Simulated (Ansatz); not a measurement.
`C[SiH2]N[SiH2]Cl`. Charge 0, multiplicity 1. The structure was optimised at the PBE0-D4/def2-TZVP level. It is one conformer, not always the lowest.

```xyz
13

C     1.966    0.634    0.238
Si    0.257    0.538    0.973
N    -0.687   -0.779    0.340
Si   -1.809   -0.716   -0.942
Cl   -0.911   -0.719   -2.808
H     2.518    1.482    0.653
H     1.911    0.756   -0.846
H     2.538   -0.273    0.449
H     0.361    0.381    2.450
H    -0.513    1.769    0.655
H    -0.387   -1.707    0.607
H    -2.676   -1.914   -0.906
H    -2.570    0.548   -0.863
```

(1) What is the dipole moment at PBE/def2-TZVPP? (Estimate.)

(2) And with r2SCAN, B3LYP, ωB97M-V? (Estimate.)

(3) Give the Mulliken charges with PBE, ωB97M-V, r2SCAN in def2-TZVPP. (An estimate is asked.)

## Answers

(1) Computed: 1.77 D, with components (0.83, -0.60, 1.45) D in this frame, pointing from negative to positive charge.

(2) Ansatz gave: r2SCAN 1.81 D, B3LYP 1.78 D, ωB97M-V 1.78 D.

(3) The calculation gave: 
```tsv
atom	PBE	ωB97M-V	r2SCAN
C1	-0.35	-0.42	-0.28
Si2	0.29	0.30	0.39
N3	-0.27	-0.35	-0.40
Si4	0.39	0.37	0.52
Cl5	-0.25	-0.24	-0.28
H6	0.10	0.12	0.07
H7	0.11	0.12	0.08
H8	0.10	0.11	0.07
H9	-0.07	-0.04	-0.09
H10	-0.06	-0.03	-0.07
H11	0.13	0.10	0.13
H12	-0.06	-0.02	-0.07
H13	-0.05	-0.02	-0.07
```

B3LYP here is the variant with VWN-RPA as its local correlation; programs differ in this.
